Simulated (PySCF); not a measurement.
Calculation: B3LYP-D3(BJ)/def2-TZVP // PBE0-D4/def2-TZVP run with PySCF 2.14.0. All species are isolated molecules in the gas phase. B3LYP has the VWN-RPA correlation part, as in Gaussian. 

Reference species (SMILES): `[F][SnH3]` (neutral, multiplicity 1).

The HOMO is -9.17 eV.

Changed species: `[SnH4]` (0 of 4 H replaced by F; the reference has 1 of 4 H replaced by F).

**Question.** Predict the effect on the HOMO.

**Answer.** the HOMO rises by 0.19 eV, to -8.98 eV.
